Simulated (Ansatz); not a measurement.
System: CMoO (charge 0, quintet). The spin state was set by rule; other spins were not relaxed. SMILES: [O+]#[C-]->[Mo]
Geometry: optimised at B3LYP-D3(BJ)/def2-TZVP (Ansatz, a first-principles code).

Property: atomisation energy (electronic, to ground-state atoms), in kcal/mol. Cores are frozen in the correlated levels unless marked. UHF or UKS for open shells. Spin-orbit coupling is left out. The frozen core is the preceding noble-gas configuration, with the filled d and f shells of earlier blocks. In def2 rows, elements after Kr have scalar-relativistic effective core potentials. The coupled-cluster limit lacks core correlation, which all-electron functionals hold. CBS(X,Y): correlation extrapolated as X^-3; Hartree-Fock from the larger set.

```json
[
 {"level": "HF/def2-TZVPP", "program": "Ansatz", "atomisation energy (kcal/mol)": "137.5"}
]
```

Problem. What does CCSD(T)/CBS(def2-TZVPP,def2-QZVPP) (Ansatz) give?

Solution. 263.5 kcal/mol
